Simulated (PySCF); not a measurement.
C₅H₁₅NSi₂.
Numbering: `[CH3:1][CH:2]([CH3:3])[Si@@H:4]1[CH2:5][CH2:6][SiH2:7][NH:8]1` (hydrogens: H9, H10, H11 on C1; H12 on C2; H13, H14, H15 on C3; H16 on Si4; H17, H18 on C5; H19, H20 on C6; H21, H22 on Si7; H23 on N8)

Structure used (PBE0-D3(BJ)/def2-SVP), in Å, numbered top down from 1:
```
atom  x, y, z in Å
C1    -2.4863    1.4101    0.5647
C2    -1.6588    0.1354    0.7241
C3    -1.7579   -0.7767   -0.4959
Si4    0.1387    0.5447    1.1536
C5     1.0926    1.4127   -0.2355
C6     2.5688    0.9731   -0.1637
Si7    2.6152   -0.8429    0.3686
N8     1.1385   -0.8846    1.2954
H9    -2.1344    2.0123   -0.2901
H10   -3.5489    1.1791    0.3798
H11   -2.4384    2.0497    1.4604
H12   -2.0445   -0.4161    1.6035
H13   -1.4066   -0.2652   -1.4077
H14   -2.7996   -1.0881   -0.6821
H15   -1.1473   -1.6849   -0.3766
H16    0.1217    1.3661    2.4133
H17    0.9867    2.5091   -0.1977
H18    0.6473    1.0908   -1.1935
H19    3.1106    1.1622   -1.1047
H20    3.0957    1.5460    0.6193
H21    2.6053   -1.7895   -0.7966
H22    3.8282   -1.1763    1.1830
H23    0.8912   -1.6649    1.8934
```

Level: PBE0/pcSseg-1 in PySCF, non-relativistic, on one gas-phase PBE0-D3(BJ)/def2-SVP geometry that isn't relaxed in the solvent. The solvent is an IEF-PCM continuum (Bondi radii, 1.10 Å for H, scaled by 1.2). Specific hydrogen bonds and non-electrostatic terms are outside this model.

Gas phase at PBE0/pcSseg-1: HOMO -7.03 eV, LUMO 0.78 eV, dipole 0.64 D.

**Question.** What does the continuum do to the energy, the frontier levels and the dipole at PBE0/pcSseg-1 in chloroform?

**Answer.** 
| solvent | ε | E(solvent) − E(gas) (kcal/mol) | polarisation term (kcal/mol) | distortion of the solute (kcal/mol) | HOMO (eV) | LUMO (eV) | dipole (D) |
| --- | --- | --- | --- | --- | --- | --- | --- |
| chloroform | 4.711 | -1.62 | -1.72 | 0.10 | -6.96 | 0.88 | 0.78 |

The polarisation term is half the interaction of the solute with the surface charges that it induces; the rest is the cost of distorting the solute's density. The sum is the electrostatic part of solvation alone.

**Question.** Give the dipole vector in the frame of the coordinates (D, pointing from negative to positive charge), gas and chloroform.

**Answer.** Gas (-0.64, -0.08, 0.00), solvent (-0.77, -0.08, -0.04). Its length changes by +21 % and its direction by 3°.

**Question.** Which IAO charges (PBE0/pcSseg-1) respond most in chloroform (means over atoms taken as equivalent)?

**Answer.** 
```tsv
atoms	environment	gas (e)	solvent (e)	change
H23	N–H hydrogen	+0.264	+0.273	+0.009
H16	Si–H hydrogen	-0.161	-0.169	-0.008
H21	Si–H hydrogen	-0.158	-0.164	-0.006
H22	Si–H hydrogen	-0.146	-0.151	-0.005
H12	methine hydrogen	+0.132	+0.135	+0.003
H18	methylene hydrogen	+0.138	+0.142	+0.004
N8	nitrogen bridging silicon atoms	-0.924	-0.928	-0.004
C1	methyl carbon	-0.404	-0.406	-0.002
C3	methyl carbon	-0.403	-0.405	-0.002
H20	methylene hydrogen	+0.145	+0.147	+0.002
C5	sp3 carbon bound to silicon	-0.538	-0.540	-0.002
Si7	SiH2 silicon	+0.873	+0.875	+0.002
```
